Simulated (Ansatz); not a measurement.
`[OH+]1[GaH2-][OH+][GaH2-]1`, one more setting.

```yaml
crystal:
  periodic: [false, false, false]
  atoms:
    - {symbol: O, position_ang: [-0.226681, 0.940442, -0.853050]}
    - {symbol: Ga, position_ang: [-1.156128, 0.451149, 0.804113]}
    - {symbol: O, position_ang: [0.228356, -0.938391, 0.854272]}
    - {symbol: Ga, position_ang: [1.155407, -0.451328, -0.805076]}
    - {symbol: H, position_ang: [0.105096, 1.840174, -0.881059]}
    - {symbol: H, position_ang: [-2.515803, -0.250982, 0.483333]}
    - {symbol: H, position_ang: [-0.854921, 1.564540, 1.859626]}
    - {symbol: H, position_ang: [-0.101809, -1.838711, 0.884969]}
    - {symbol: H, position_ang: [2.517406, 0.247886, -0.487999]}
    - {symbol: H, position_ang: [0.849087, -1.564778, -1.859119]}
basis:
  gaussian: {orbitals: cc-pVTZ-DK}
magnetization: {spin_polarized: true, initial_magnetization: 2}
hamiltonian: {xc: {name: wB97X-V}}
output: {forces: true}
```

```sh
$ ansatz run in.yaml --threads 4 --pin off --events-out ev --progress --plain --max-ram 10444MiB
```

Shortened log:

```
Functional definition: wB97X-V
1496 factors; their error is unknown
342 factors; integrals over basis functions are off by at most 5.1e-6 eV
mean field evaluation 1: about -109963.1282 eV, gradient 5.1e1 eV
mean field evaluation 2: about -109953.4417 eV, gradient 7.4e1 eV
mean field evaluation 4: about -109971.9168 eV, gradient 2.8e0 eV
mean field evaluation 8: about -109971.9962 eV, gradient 2.2e-1 eV
mean field evaluation 16: about -109972.2863 eV, gradient 4.8e-3 eV
mean field evaluation 32: about -109973.1747 eV, gradient 5.2e-5 eV
mean field -109973.17474146 eV, -4041.4396292534 hartree, gradient 2.4e-5 eV, S^2 2.013770; 6 other end points of the search recorded, 0 dependent functions left out
reference -109973.17474171 eV, -4041.4396292627 hartree; 43, 41 occupied and 187, 189 virtual orbitals, 1496 factors
Total energy: -109973.17474171 eV, -4041.4396292627 hartree
Relativity: scalar
Atom 0 at    -0.226681     0.940442    -0.853050 Å, force    -0.153530    -0.465363     0.787243 eV/Å
Atom 1 at    -1.156128     0.451149     0.804113 Å, force    -0.575119     0.224445     0.400420 eV/Å
Atom 2 at     0.228356    -0.938391     0.854272 Å, force    -0.485240     0.709620    -0.347145 eV/Å
Atom 3 at     1.155407    -0.451328    -0.805076 Å, force    -0.324897     0.129722     0.234524 eV/Å
Atom 4 at     0.105096     1.840174    -0.881059 Å, force     0.113471     0.291301    -0.309390 eV/Å
Atom 5 at    -2.515803    -0.250982     0.483333 Å, force     0.243921     0.101830    -0.005473 eV/Å
Atom 6 at    -0.854921     1.564540     1.859626 Å, force     0.011367    -0.200730    -0.171567 eV/Å
Atom 7 at    -0.101809    -1.838711     0.884969 Å, force     0.152173    -0.389977     0.125784 eV/Å
Atom 8 at     2.517406     0.247886    -0.487999 Å, force     0.612297    -0.121347    -0.253157 eV/Å
Atom 9 at     0.849087    -1.564778    -1.859119 Å, force     0.405556    -0.279500    -0.461239 eV/Å
Dipole moment:     0.052320    -0.020159    -0.035832 e Å
```

Hardware: 4 threads of an Arm Neoverse V2 on a shared host. Wall time 61 s, peak host memory 1.8 GiB.
